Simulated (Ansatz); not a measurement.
Molecule: sum formula H2SiO2Cl2, net charge 0, singlet state. SMILES: O[Si](O)(Cl)Cl
Geometry from a B3LYP-D3(BJ)/def2-TZVP (Ansatz, a quantum-chemistry and plane-wave program) optimisation:
```
Si
O 1 1.6191
H 2 0.9616 1 118.35
O 1 1.6261 2 109.05 3 52.18
H 4 0.9610 1 119.05 2 -168.68
Cl 1 2.0364 2 106.66 3 173.58
Cl 1 2.0551 2 111.81 3 -68.40
```

Computed values are from Ansatz. Valence correlation only, unless marked. UHF or UKS for open shells. Spin-orbit coupling is left out. Non-relativistic. Basis-set limits of correlation are two-point, X^-3; Hartree-Fock from the larger set.

```
Quantity                                                               Value
---------------------  -----------------------------------------------------
atomisation energy De  2713.1 kJ/mol at CCSD(T)/CBS(cc-pV(T+d)Z,cc-pV(Q+d)Z)
total energy           -1360.3948 Eh at CCSD(T)/CBS(cc-pV(T+d)Z,cc-pV(Q+d)Z)
dipole moment                              1.96 D at CCSD(T)/aug-cc-pV(D+d)Z
T1 diagnostic                                      0.010 at CCSD/cc-pV(Q+d)Z
```
